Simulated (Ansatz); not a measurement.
This geometry of C₂H₇BOSi (12 atoms, charge 0, multiplicity 1) is a first-order saddle point.

All numbers below come from Ansatz 0.2.0, RKS r2SCAN-D4/6-31G.

```xyz
12
Properties=species:S:1:pos:R:3
C -1.407 0.874 -0.190
C -0.371 -0.227 -0.442
Si 0.670 -1.393 0.874
B 1.134 0.006 -0.456
O 1.939 1.068 -0.749
H -1.007 1.860 -0.457
H -1.712 0.911 0.863
H -2.312 0.707 -0.786
H -0.714 -1.012 -1.131
H 0.374 -2.840 0.613
H 0.619 -1.063 2.342
H 2.865 1.053 -0.447
```

(1) Which two structures does it join? (They come from a converged band through this point; their orientation in space is the band's.)

(2) How far does it lie above each of them?

Results:

(1) No bond is made or broken. The dihedral H8–C1–C2–Si3 goes from -72 to 168°. The two ends are copies of one structure, up to a mirror image or an exchange of like atoms.

Image 0:

```xyz
12
Properties=species:S:1:pos:R:3
C -1.387 0.878 -0.212
C -0.350 -0.204 -0.487
Si 0.605 -1.429 0.834
B 1.154 0.034 -0.393
O 1.981 1.102 -0.590
H -1.546 1.500 -1.105
H -1.058 1.543 0.596
H -2.352 0.445 0.080
H -0.665 -0.934 -1.246
H 0.368 -2.863 0.467
H 0.445 -1.186 2.311
H 2.881 1.059 -0.219
```

Image 6:

```xyz
12
Properties=species:S:1:pos:R:3
C -1.401 0.862 -0.183
C -0.382 -0.240 -0.445
Si 0.666 -1.362 0.898
B 1.124 0.001 -0.472
O 1.934 1.047 -0.810
H -1.018 1.588 0.545
H -2.342 0.457 0.210
H -1.625 1.412 -1.108
H -0.747 -1.024 -1.122
H 0.408 -2.819 0.660
H 0.604 -1.007 2.359
H 2.857 1.030 -0.498
```

(2) 0.083 eV above the first and 0.083 eV above the second. This is the barrier of this one path; another mechanism may lie lower. Limits of this set-up: no polarisation functions.

Run time: 8.2 min on 1 thread of AMD EPYC (Zen 3), with other jobs on the host, peak memory 0.15 GiB.
